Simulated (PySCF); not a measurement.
Working with the constants of PbS

RHF-CCSD(T) constants of PbS, ¹Σ⁺ (singlet), closed shell (basis Pb def2-TZVPP with ECP60, S def2-TZVPP; scalar-relativistic core potentials; PySCF 2.14; masses 207.9766 and 31.9721 u):

```
ωe              : 434.6 cm⁻¹
ωexe            : 1.13 cm⁻¹
Be              : 0.11434 cm⁻¹
αe              : 0.000391 cm⁻¹
D (centrifugal) : 3.17e-08 cm⁻¹
De to Pb + S    : 4.48 eV
```

Problem. Estimate the standard entropy (1 bar) and heat capacity of the ideal gas at 298.15 K, rigid rotor with B0 and harmonic oscillator at the fundamental.

Solution. Translation (Sackur–Tetrode, M = 239.95 u): 177.2 J/(mol K). Rotation: q = kT/(σB0) = 1820 with σ = 1, 70.7. Vibration: x = hcν0/kT = 2.09, 3.56. S° = 251.5 J/(mol K); Cp = 7R/2 + 5.86 = 35.0 J/(mol K).

Measured values (Huber and Herzberg, Constants of Diatomic Molecules (1979)): ωe = 429.4 cm⁻¹, ωexe = 1.3 cm⁻¹, Be = 0.11631868 cm⁻¹, αe = 0.00043509 cm⁻¹.

Correlated steps freeze 9 core orbitals. Spin–orbit coupling is left out, which matters for elements this heavy, above all for dissociation energies. Where the molecule has an RHF reference, its open-shell atoms are computed with UHF. The CCSD T1 diagnostic is raised, a sign that a single reference may not be enough here.
